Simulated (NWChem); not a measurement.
System: C$_{4}$H$_{4}$F$_{2}$; SMILES F/C=C\C=C/F

```xyz
10

F     -0.4188     2.4753     0.0000
C      0.6742     1.7162     0.0000
C      0.6161     0.3804     0.0000
C     -0.6161    -0.3804     0.0000
C     -0.6742    -1.7162     0.0000
F      0.4188    -2.4753     0.0000
H      1.5977     2.3009     0.0000
H      1.5660    -0.1583     0.0000
H     -1.5660     0.1583     0.0000
H     -1.5977    -2.3009     0.0000
```
Atoms are numbered in this order, from 1.

Level: PBE0/def2-SVP (NWChem), optimised geometry, unscaled harmonic frequencies. 

| frequency (cm⁻¹) | IR intensity (km/mol) |
|---|---|
| 88 | 1.8 |
| 157 | 6.8 |
| 225 | 0.0 |
| 341 | 22.7 |
| 592 | 0.0 |
| 651 | 5.9 |
| 775 | 0.0 |
| 792 | 54.3 |
| 813 | 0.0 |
| 940 | 0.0 |
| 963 | 1.2 |
| 1003 | 0.0 |
| 1091 | 178.5 |
| 1179 | 0.0 |
| 1246 | 167.8 |
| 1284 | 0.0 |
| 1358 | 9.9 |
| 1460 | 0.0 |
| 1723 | 186.8 |
| 1785 | 0.0 |
| 3223 | 0.0 |
| 3228 | 7.2 |
| 3244 | 0.0 |
| 3247 | 7.9 |

```
Quantity                                                                           Result
-----------------------------------------------------------------------  ----------------
zero-point energy                                                           44.9 kcal/mol
thermal correction to the enthalpy at 298.15 K (with zero-point energy)     49.1 kcal/mol
heat capacity Cv                                                         19.5 cal/(mol K)
entropy at 298.15 K and 1 atm (symmetry number 2)                        76.2 cal/(mol K)
dipole moment                                                                      0.00 D
```

Rigid rotor and harmonic oscillator; modes under 100 cm⁻¹ make the entropy uncertain.
